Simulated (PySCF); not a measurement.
# Computed records: C2H7GeN, CH7Ge2N, CH6Ge2O, C3H8Ge

Computed with PySCF 2.14.0. Calculation on a computer-drawn molecule: optimised geometry and harmonic frequencies of an isolated molecule of the commonest isotopes, restricted reference for singlets and unrestricted otherwise, frozen core in MP2; on germanium a core potential holds 10 electrons, which the energies leave out, and 3d is frozen in MP2 and coupled-cluster steps.

Common to all runs: charge 0; multiplicity 1; method HF; basis cc-pVDZ; basis and core potential on germanium cc-pVDZ-PP ECP10MDF.

(1) C2H7GeN

Start structure:
```xyz
11
C2H7GeN
C     -1.2040    -0.6993     0.2630
Ge    -0.0338     0.4775    -0.6167
C      1.5873     1.2559     0.3227
N      1.4980     1.1827     1.7490
H     -1.4061    -0.4451     1.2658
H     -1.9106    -1.1976    -0.3101
H      0.3526     0.0026    -2.0315
H      1.7292     2.2900    -0.0050
H      2.4991     0.6690    -0.0101
H      1.3270     0.2840     2.0955
H      0.8379     1.8139     2.1328
```

- rotational constants: 9.34, 3.159, 2.425 GHz
- total energy: -427.5639 hartree
- convergence status largest gradient component: 3.078e-05 hartree/bohr

Drawn bonds:
```csv
atom,other atom,order
1,2,2
2,3,1
3,4,1
1,5,1
1,6,1
2,7,1
3,8,1
3,9,1
4,10,1
4,11,1
```

Optimised structure:
```xyz
11
C2H7GeN
C     -1.2080    -0.5398     0.2397
Ge     0.1479     0.2112    -0.5987
C      1.5959     1.1851     0.3284
N      1.4884     1.2550     1.7769
H     -1.3078    -0.4995     1.3177
H     -1.9873    -1.0674    -0.2957
H      0.2686     0.1418    -2.1191
H      1.6395     2.1978    -0.0779
H      2.5462     0.7183     0.0607
H      1.4655     0.3318     2.1757
H      0.6276     1.6992     2.0476
```

Modes:
```csv
frequency (cm⁻¹),reduced mass (dalton)
106.3,1.956
139,3.208
272,1.105
325.5,3.881
341,1.135
582.4,2.426
666.9,1.118
718.8,1.321
786.3,1.133
826.9,1.237
875.1,1.249
909.2,3.816
993.3,1.421
1163,1.025
1163,3.45
1374,1.271
1487,1.216
1494,1.176
1564,1.085
1791,1.088
2243,1.02
3197,1.061
3242,1.105
3305,1.055
3407,1.115
3721,1.052
3799,1.093
```

(2) C2H7GeN

Start structure:
```xyz
11
C2H7GeN
C      0.6396     0.7547    -1.6536
Ge    -0.7140     0.1238    -0.6183
N     -0.7808     0.3679     1.1582
C      0.4292     0.4101     1.9904
H      0.4795     0.5116    -2.7297
H      1.6042     0.5549    -1.3578
H     -2.2463     0.2186    -0.9404
H     -1.5623     0.1088     1.7185
H      0.7118    -0.4673     2.4851
H      0.3433     1.2104     2.7869
H      1.2595     0.7745     1.3430
```

* rotational constants: 10.45, 3.239, 2.515 GHz
* total energy: -427.5746 hartree
* convergence status largest gradient component: 2.542e-05 hartree/bohr

Drawn bonds:
```csv
atom,other atom,order
1,2,2
2,3,1
3,4,1
1,5,1
1,6,1
2,7,1
3,8,1
4,9,1
4,10,1
4,11,1
```

Optimised structure:
```xyz
11
C2H7GeN
C      0.6048     0.4356    -1.6559
Ge    -0.7943     0.3669    -0.5963
N     -0.7623     0.4800     1.2040
C      0.4563     0.4903     1.9916
H      0.4650     0.4284    -2.7287
H      1.6160     0.5275    -1.2832
H     -2.2371     0.2193    -1.0459
H     -1.5485     0.0861     1.6839
H      0.8723    -0.5082     2.1671
H      0.2736     0.9584     2.9614
H      1.2180     1.0836     1.4842
```

Modes:
```csv
frequency (cm⁻¹),reduced mass (dalton)
107.2,1.266
143.1,2.953
167.3,1.977
305.9,2.215
346.3,1.339
444.3,1.381
621.3,1.096
679.1,2.14
741.9,1.144
754.2,1.307
888.2,1.215
917.9,3.995
1171,1.504
1212,2.208
1233,1.376
1480,1.174
1522,1.343
1574,1.162
1595,1.05
1617,1.041
2289,1.02
3151,1.044
3220,1.096
3259,1.103
3313,1.053
3420,1.117
3810,1.076
```

(3) CH7Ge2N

Start structure:
```xyz
11
CH7Ge2N
C     -0.5521    -0.1902     2.4646
Ge    -1.5476     0.1007     1.0128
N     -0.9341     0.8468    -0.4958
Ge     0.8195     0.8171    -0.9425
H      0.3643    -0.5301     2.3124
H     -1.0931    -0.6852     3.3042
H     -3.0284     0.5895     0.9074
H     -1.5360     1.0819    -1.2130
H      1.2074    -0.6160    -1.4802
H      0.9567     1.7640    -2.1809
H      1.6391     1.2550     0.1871
```

* rotational constants: 8.467, 1.04, 0.937 GHz
* total energy: -683.0912 hartree
* convergence status largest gradient component: 1.119e-05 hartree/bohr

Drawn bonds:
```csv
atom,other atom,order
1,2,2
2,3,1
3,4,1
1,5,1
1,6,1
2,7,1
3,8,1
4,9,1
4,10,1
4,11,1
```

Optimised structure:
```xyz
11
CH7Ge2N
C     -0.6762    -0.3589     2.4317
Ge    -1.5892     0.2836     1.0770
N     -0.8851     0.8284    -0.4972
Ge     0.8722     0.8090    -1.0660
H      0.3996    -0.4713     2.4146
H     -1.1949    -0.6375     3.3394
H     -3.0977     0.4593     1.0420
H     -1.5600     1.0695    -1.2002
H      1.2861    -0.5822    -1.5585
H      0.9842     1.8126    -2.2161
H      1.7566     1.2211     0.1095
```

Modes:
```csv
frequency (cm⁻¹),reduced mass (dalton)
50.33,1.089
83.95,2.947
108,3.929
225.7,2.216
259,1.639
344.7,1.346
512,2.522
620.9,1.077
670.6,1.172
690.1,1.116
743.5,1.076
783.6,1.487
837.2,2.244
901,1.567
920.3,2.363
944.3,1.051
971.8,1.027
984.3,1.205
1290,1.231
1482,1.167
2215,1.023
2234,1.022
2255,1.013
2283,1.02
3312,1.053
3420,1.117
3800,1.076
```

(4) CH6Ge2O

Start structure:
```xyz
10
CH6Ge2O
C      2.0820    -0.3304     2.1048
Ge     3.3252    -0.0667     0.7984
O      2.8936    -0.1162    -0.9092
Ge     1.7206    -0.7676    -1.9807
H      1.3295    -1.1177     1.8833
H      2.4443    -0.3635     3.1394
H      4.4536     0.9151     0.7368
H      2.1484    -0.3880    -3.2842
H      1.6004    -2.2196    -1.7322
H      0.3742    -0.1867    -1.5884
```

- rotational constants: 9.415, 1.046, 0.9526 GHz
- total energy: -702.9415 hartree
- convergence status largest gradient component: 3.634e-06 hartree/bohr

Drawn bonds:
```csv
atom,other atom,order
1,2,2
2,3,1
3,4,1
1,5,1
1,6,1
2,7,1
4,8,1
4,9,1
4,10,1
```

Optimised structure:
```xyz
10
CH6Ge2O
C      2.2003    -0.5159     2.0539
Ge     3.2368     0.1205     0.7920
O      2.9278    -0.0401    -0.9231
Ge     1.6726    -0.7753    -1.9501
H      1.2880    -1.0577     1.8422
H      2.4704    -0.3690     3.0914
H      4.5293     0.8902     0.9426
H      2.0994    -0.4999    -3.3877
H      1.6183    -2.2763    -1.6619
H      0.3290    -0.1179    -1.6312
```

Modes:
```csv
frequency (cm⁻¹),reduced mass (dalton)
37.22,1.089
76.27,3.433
82.44,4.871
237.4,4.089
328.6,1.381
471,6.249
614.3,1.06
690.1,1.137
699.1,1.133
746.4,1.254
751.9,1.1
853.1,1.531
918.5,3.947
931.9,1.363
950.3,1.024
956.4,1.028
1020,2
1478,1.173
2235,1.024
2246,1.021
2269,1.014
2321,1.021
3311,1.053
3421,1.117
```

(5) C3H8Ge

Start structure:
```xyz
12
C3H8Ge
C      0.8202    -0.3156     1.4208
Ge    -0.1243    -1.0194     0.1206
C     -1.0900     0.0492    -1.2586
C      0.4664    -2.7231    -0.8491
H      1.2821    -1.0102     2.0499
H      0.3501     0.5826     1.8737
H     -0.5175     0.2170    -2.1685
H     -2.0687    -0.3537    -1.5980
H     -1.3149     1.0617    -0.8522
H      1.0575    -2.4716    -1.7626
H      1.1296    -3.2799    -0.1546
H     -0.3441    -3.3188    -1.1356
```

* total energy: withheld
* rotational constants: withheld

Drawn bonds:
```csv
atom,other atom,order
1,2,2
2,3,1
2,4,1
1,5,1
1,6,1
3,7,1
3,8,1
3,9,1
4,10,1
4,11,1
4,12,1
```

Q: C3H8Ge (entry 5): total energy?
A: -411.5897 hartree

Q: Estimate the rotational constants of C3H8Ge (entry 5).
A: 5.595, 5.444, 2.858 GHz

Further results for C3H8Ge (entry 5):

- convergence status largest gradient component: 7.173e-06 hartree/bohr

Optimised structure:
```xyz
12
C3H8Ge
C      0.6247    -0.4003     1.4638
Ge     0.0608    -0.9589    -0.1079
C     -1.0813     0.1102    -1.2754
C      0.5185    -2.7064    -0.8479
H      1.2582    -1.0142     2.0924
H      0.3559     0.5748     1.8515
H     -0.5866     0.2867    -2.2329
H     -2.0210    -0.4114    -1.4690
H     -1.3001     1.0708    -0.8083
H      1.0489    -2.5905    -1.7955
H      1.1546    -3.2533    -0.1515
H     -0.3862    -3.2892    -1.0335
```

Modes:
```csv
frequency (cm⁻¹),reduced mass (dalton)
120,1.02
128.6,1.06
160,3.954
184.8,2.59
205.2,2.533
584,1.009
600.6,3.908
637.7,4.183
711.9,1.209
754.7,1.169
857,1.171
874.7,1.325
877.5,1.228
905.9,2.288
927.5,1.727
1376,1.232
1382,1.214
1494,1.176
1551,1.056
1556,1.053
1561,1.049
1561,1.051
3181,1.034
3182,1.033
3264,1.103
3265,1.103
3286,1.103
3286,1.104
3300,1.054
3402,1.116
```
